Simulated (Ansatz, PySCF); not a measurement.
C2F5, SMILES F[C](F)C(F)(F)F, multiplicity 2. Atoms are numbered in the order given.

```xyz
7

F      1.5006     0.0323    -1.0899
C      0.8722    -0.3360     0.0000
F      1.5006     0.0323     1.0899
C     -0.6073    -0.0295     0.0000
F     -0.8359     1.2859     0.0000
F     -1.1709    -0.5473     1.0818
F     -1.1709    -0.5473    -1.0818
```
Charge 0, spin multiplicity 2.

Geometry optimised at PBE0-D3(BJ)/def2-SVP.

Two levels are set side by side: PBE-D3(BJ)/def2-SVP (Ansatz, a program for electronic structure) and PBE0-D3(BJ)/def2-SVP (Ansatz). Each level has its own optimised geometry; the coordinates shown are those of the second. Frequencies come from the Hessian of PySCF at each geometry. Differences are taken from unrounded values.

| quantity | PBE0-D3(BJ) |
|---|---|
| mean bond length (Å) | 1.353 |
| bond F1–C2 (Å) | 1.311 |
| bond C2–F3 (Å) | 1.311 |
| bond C2–C4 (Å) | 1.511 |
| bond C4–F5 (Å) | 1.335 |
| bond C4–F6 (Å) | 1.325 |
| bond C4–F7 (Å) | 1.325 |
| highest harmonic wavenumber (cm⁻¹) | 1474 |
| mean harmonic wavenumber (cm⁻¹) | 744 |
| zero-point energy (kcal/mol) | 15.96 |

Question: What does PBE-D3(BJ) give, and how far is it from PBE0-D3(BJ)? (An estimate is asked for; the answer gives what the named calculation found.)

Answer: 
```tsv
quantity	PBE-D3(BJ)	PBE-D3(BJ) minus PBE0-D3(BJ)
mean bond length (Å)	1.369	0.016
bond F1–C2 (Å)	1.328	0.017
bond C2–F3 (Å)	1.328	0.017
bond C2–C4 (Å)	1.519	0.008
bond C4–F5 (Å)	1.356	0.021
bond C4–F6 (Å)	1.343	0.018
bond C4–F7 (Å)	1.343	0.018
highest harmonic wavenumber (cm⁻¹)	1383	-91
mean harmonic wavenumber (cm⁻¹)	700	-45
zero-point energy (kcal/mol)	15.01	-0.96
```

GGA bonds tend to be longer and softer than those of functionals with exact exchange. Differences between two approximate levels are no errors against the true value.
